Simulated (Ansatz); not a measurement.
`C[O][Hf]([OH])([OH])[SeH]`. Charge 0, multiplicity 1. Hf takes the def2 core potential. The structure was optimised at the PBE0-D4/def2-TZVP level. It is one conformer, not always the lowest.

```xyz
12

C     1.414    1.755    0.923
O     0.553    0.762    0.471
Hf   -0.472   -0.623   -0.336
O    -0.503   -0.480   -2.248
O     0.175   -2.359    0.164
Se   -2.873   -0.235    0.636
H     1.803    2.343    0.085
H     0.884    2.431    1.602
H     2.259    1.316    1.463
H    -0.386   -0.493   -3.192
H     0.554   -3.096    0.630
H    -3.407   -1.322   -0.199
```

What is the dipole moment at ωB97M-V/def2-TZVPP? (An estimate is asked.)

The calculation gave: 3.63 D, with components (3.40, -0.54, -1.14) D in this frame, pointing from negative to positive charge.

And with PBE, r2SCAN, B3LYP? (Estimate.)

Computed: PBE 3.46 D, r2SCAN 3.56 D, B3LYP 3.50 D.

Give the Mulliken charges with ωB97M-V, B3LYP, PBE in def2-TZVPP. (Best estimate.)

Ansatz gave: 
| atom | ωB97M-V | B3LYP | PBE |
| --- | --- | --- | --- |
| C1 | -0.17 | -0.11 | -0.13 |
| O2 | -0.37 | -0.39 | -0.30 |
| Hf3 | 0.94 | 1.01 | 0.82 |
| O4 | -0.41 | -0.44 | -0.38 |
| O5 | -0.41 | -0.44 | -0.38 |
| Se6 | -0.32 | -0.32 | -0.31 |
| H7 | 0.11 | 0.10 | 0.10 |
| H8 | 0.12 | 0.10 | 0.10 |
| H9 | 0.11 | 0.10 | 0.10 |
| H10 | 0.16 | 0.17 | 0.17 |
| H11 | 0.16 | 0.18 | 0.18 |
| H12 | 0.06 | 0.04 | 0.05 |

B3LYP here is the variant with VWN-RPA as its local correlation; programs differ in this.
